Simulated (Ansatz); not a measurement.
Potential energy curve for NLi, lowest triplet found (which spin is the ground state isn't settled by this scan).

Method: Ansatz (an electronic-structure program) with full CI/aug-cc-pVDZ, frozen core.

Q: Relative to R = 1.96 Å, what are the energies at R = 3.17, 3.91, 5.81, 6.74 Å?

A: 23.7 kcal/mol at 3.17 Å, 28.0 kcal/mol at 3.91 Å, 29.4 kcal/mol at 5.81 Å, 29.4 kcal/mol at 6.74 Å.

The scan ran from 1.44 to 6.74 Å; beyond the distances shown full CI changes its symmetry label.
